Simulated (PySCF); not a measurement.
Br2Si (SMILES Br[Si]Br), singlet, geometry from GFN2-xTB. Base run: HF/cc-pVDZ run with PySCF.

The PySCF input:
```python
from pyscf import gto, scf, solvent

mol = gto.Mole()
mol.atom = '''
    Si    0.01731405    0.01588450    1.20721761
    Br    0.95367080   -1.44993136   -0.23613453
    Br   -0.96059642    1.44357756   -0.24675252
'''
mol.basis = 'cc-pvdz'
mol.verbose = 4
mol.build()

mf = scf.RHF(mol)
mf.kernel()
mf.analyze()
```

Variants of this job, named by their change:

```
change                                                     ΔE vs base (kJ/mol)  dipole (D)  HOMO-LUMO gap (eV)
---------------------------------------------------------  -------------------  ----------  ------------------
base                                                                      0.00        1.45                9.89
model = IEF-PCM; solvent = 2-propanol                                    -9.35        1.95               10.05
model = SS(V)PE; solvent = 2-propanol                                    -9.33        1.95               10.05
model = IEF-PCM; solvent = 2-propanol; r_probe = 0.5                     -4.08        1.75                9.97
model = IEF-PCM; solvent = 2-propanol; lebedev_order = 11                -9.12        1.94               10.05
model = IEF-PCM; solvent = 2-propanol; lebedev_order = 41                -9.36        1.95               10.05
model = IEF-PCM; solvent = n-hexane                                      -3.47        1.63                9.95
model = ddCOSMO; solvent = 2-propanol                                   -12.38        2.04               10.09
model = COSMO; solvent = 2-propanol                                      -9.34        1.95               10.05
model = IEF-PCM; solvent = dichloromethane                               -8.40        1.90               10.04
model = IEF-PCM; solvent = chloroform                                    -6.98        1.82               10.01
model = IEF-PCM; solvent = 2-propanol; vdw_scale = 1.0                  -20.89        2.18               10.19
```

The base is the gas phase, so ΔE is the electrostatic part of solvation at a fixed geometry, without cavity and dispersion terms.
